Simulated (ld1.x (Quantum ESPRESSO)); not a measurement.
**cobalt (Co), PAW: configuration errors across variants**

cobalt (Co), PAW, made with ld1.x (Quantum ESPRESSO) 7.5 (PBE, fully relativistic). Core [Ne], reference 3s2 3p6 3d6 4s0 4p0 (charge +3). Waves: 3s (bound): rcut 1.05, rcutus 1.15 bohr; 4s (bound, empty): rcut 1.05, rcutus 1.15 bohr; 3p (bound): rcut 1.50, rcutus 1.60 bohr; 4p (bound, empty): rcut 1.50, rcutus 1.60 bohr; 3d (bound): rcut 1.05, rcutus 1.20 bohr; 3d channel at -2.95 Ry: rcut 1.05, rcutus 1.20 bohr. Local part: all-electron potential smoothed inside 1.05 bohr (lloc = -1). Core correction: a·sin(br)/r model core, default radius (core density twice the valence density). Augmentation charge: BESSEL, radius 0.90 bohr.

Open shells are filled in proportion to 2j + 1 (rel_dist='average').

All-electron excitation energies from the reference (eV): (1) 3s2 3p6 3d7 4s2 4p0 -61.685; (2) 3s2 3p6 3d7 4s1 4p0 -52.655; (3) 3s2 3p6 3d7 4s0 4p0 -35.869; (4) 3s1 3p6 3d7 4s2 4p0 48.814; (5) 3s2 3p5 3d7 4s2 4p0 11.853; (6) 3s2 3p6 3d7 4s1.5 4p0 -58.083; (7) 3s2 3p6 3d7 4s0 4p1 -47.287.

Tests that are not counted but printed errors over 1 eV. “all radii but the core radius scaled by about 1.16 (s 1.34, p 1.86, d 1.40 bohr, rcut 1.22/1.74/1.22); local potential all-electron potential smoothed inside 1.22 bohr (lloc = -1); augmentation BESSEL, radius 1.04 bohr”: 3s2 3p6 3d7 4s0 4p1 (solver errors, printed error -3.2 eV). “all radii but the core radius scaled by about 1.25 (s 1.44, p 2.00, d 1.50 bohr, rcut 1.32/1.88/1.32); local potential all-electron potential smoothed inside 1.32 bohr (lloc = -1); augmentation BESSEL, radius 1.12 bohr”: 3s2 3p6 3d7 4s0 4p1 (solver errors, printed error -3.2 eV). “all radii but the core radius scaled by about 1.30 (s 1.50, p 2.08, d 1.56 bohr, rcut 1.36/1.94/1.36); local potential all-electron potential smoothed inside 1.36 bohr (lloc = -1); augmentation BESSEL, radius 1.16 bohr”: 3s2 3p6 3d7 4s0 4p1 (solver errors, printed error -3.2 eV).

Errors AE − PS in meV (a dash: test not solved or not reliable):

| change | (1) | (2) | (3) | (4) | (5) | (6) | (7) | bound ghosts |
| --- | --- | --- | --- | --- | --- | --- | --- | --- |
| base | -3.3 | -4.0 | -4.5 | -0.8 | -21 | -3.6 | -1.3 | not determined |
| all radii but the core radius scaled by about 0.75 (s 0.86, p 1.20, d 0.90 bohr, rcut 0.78/1.12/0.78); local potential all-electron potential smoothed inside 0.78 bohr (lloc = -1); augmentation BESSEL, radius 0.68 bohr | +0.9 | +1.3 | +1.9 | -2.4 | -5.1 | +1.0 | +1.6 | not determined |
| all radii but the core radius scaled by about 0.84 (s 0.96, p 1.34, d 1.00 bohr, rcut 0.88/1.24/0.88); local potential all-electron potential smoothed inside 0.88 bohr (lloc = -1); augmentation BESSEL, radius 0.74 bohr | +10 | +14 | +17 | +2.2 | -1.3 | +12 | +22 | not determined |
| all radii but the core radius scaled by about 0.97 (s 1.12, p 1.54, d 1.16 bohr, rcut 1.02/1.44/1.02); local potential all-electron potential smoothed inside 1.02 bohr (lloc = -1); augmentation BESSEL, radius 0.86 bohr | – | – | – | – | – | – | – | not determined |
| all radii but the core radius scaled by about 1.03 (s 1.18, p 1.66, d 1.24 bohr, rcut 1.08/1.54/1.08); local potential all-electron potential smoothed inside 1.08 bohr (lloc = -1); augmentation BESSEL, radius 0.92 bohr | -2.6 | -4.0 | -5.4 | +0.8 | -5.4 | -3.3 | -1.0 | not determined |
| all radii but the core radius scaled by about 1.10 (s 1.26, p 1.76, d 1.32 bohr, rcut 1.16/1.66/1.16); local potential all-electron potential smoothed inside 1.16 bohr (lloc = -1); augmentation BESSEL, radius 1.00 bohr | -3.8 | -6.3 | -8.3 | +2.3 | -4.6 | -5.0 | -2.3 | not determined |
| all radii but the core radius scaled by about 1.16 (s 1.34, p 1.86, d 1.40 bohr, rcut 1.22/1.74/1.22); local potential all-electron potential smoothed inside 1.22 bohr (lloc = -1); augmentation BESSEL, radius 1.04 bohr | -6.5 | -12 | -16 | +8.1 | +0.1 | -9.0 | – | not determined |
| all radii but the core radius scaled by about 1.25 (s 1.44, p 2.00, d 1.50 bohr, rcut 1.32/1.88/1.32); local potential all-electron potential smoothed inside 1.32 bohr (lloc = -1); augmentation BESSEL, radius 1.12 bohr | -11 | -20 | -26 | +14 | +8.6 | -16 | – | not determined |
| all radii but the core radius scaled by about 1.30 (s 1.50, p 2.08, d 1.56 bohr, rcut 1.36/1.94/1.36); local potential all-electron potential smoothed inside 1.36 bohr (lloc = -1); augmentation BESSEL, radius 1.16 bohr | -15 | -24 | -30 | +14 | +9.9 | -19 | – | not determined |
| all radii but the core radius scaled by about 1.37 (s 1.58, p 2.20, d 1.64 bohr, rcut 1.44/2.06/1.44); local potential all-electron potential smoothed inside 1.44 bohr (lloc = -1); augmentation BESSEL, radius 1.24 bohr | -18 | -31 | -35 | +23 | +15 | -25 | – | not determined |

Give the same row for: all radii but the core radius scaled by about 0.90 (s 1.04, p 1.44, d 1.08 bohr, rcut 0.94/1.36/0.94); local potential all-electron potential smoothed inside 0.94 bohr (lloc = -1); augmentation BESSEL, radius 0.82 bohr.

–, –, –, –, –, –, –; bound ghosts: not determined.
